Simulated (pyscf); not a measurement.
Optimised with ωB97X-D3(BJ)/def2-SVP in PySCF. MP2 and CC: frozen core, UHF for open shells. ΔMP2 is the change of the MP2 total energy from the triple- to the quadruple-zeta basis. Singlets are restricted, triplets unrestricted.

Singlet (Å):
```xyz
7

P     -1.3309     0.7048    -2.4525
Si    -1.6042     0.6007    -0.2312
P      0.5921     0.5451     0.2079
H     -0.1972     1.5474    -2.6015
H     -2.3309     1.6527    -2.7929
H      1.1121    -0.2651    -0.8365
H      0.6247    -0.4218     1.2463
```

Triplet (Å):
```xyz
7

P      0.5333     2.4592    -1.2138
Si     0.5302     0.2987    -0.6087
P     -1.1953    -0.2696     0.7080
H      0.7612     2.2784    -2.6076
H      1.8940     2.7516    -0.9133
H     -1.6007    -1.4450     0.0143
H     -0.4642    -0.9736     1.7066
```

### Question
For these two minima of H₂P–Si:–PH₂ (SMILES P[Si]P), which spin state lies lower at CCSD(T)/def2-TZVPP + ΔMP2(QZVPP), and by how much (electronic energies)?

### Answer
The singlet, by 24.2 kcal/mol. Zero-point energy shifts E(triplet) − E(singlet) by -0.1 kcal/mol. H₂P–Si:–PH₂ [singlet] lies 23.3 kcal/mol over its isomer cyclic H₄P₂Si (SMILES [SiH2]1PP1), and others may lie lower still (electronic energy, ωB97M-D3(BJ)). 

E(triplet) − E(singlet) by level (kcal/mol):

```
level                               gap
--------------------------------  -----
ωB97X-D3(BJ)/def2-TZVP            +24.6
PBE/def2-TZVP                     +19.7
r²SCAN/def2-TZVP                  +16.3
B3LYP-D3(BJ)/def2-TZVP            +22.4
PBE0-D3(BJ)/def2-TZVP             +19.1
M06-2X/def2-TZVP                  +22.7
ωB97M-D3(BJ)/def2-TZVP            +26.9
HF/def2-TZVP                       +7.9
MP2/def2-QZVPP                    +23.8
CCSD/def2-TZVPP                   +22.1
CCSD(T)/def2-TZVPP                +23.2
CCSD(T)/def2-TZVPP + ΔMP2(QZVPP)  +24.2
```

The triplet is the lowest one reached from the SCF start used. The CCSD(T) − MP2 part came from Ansatz, without density fitting, on the same reference.
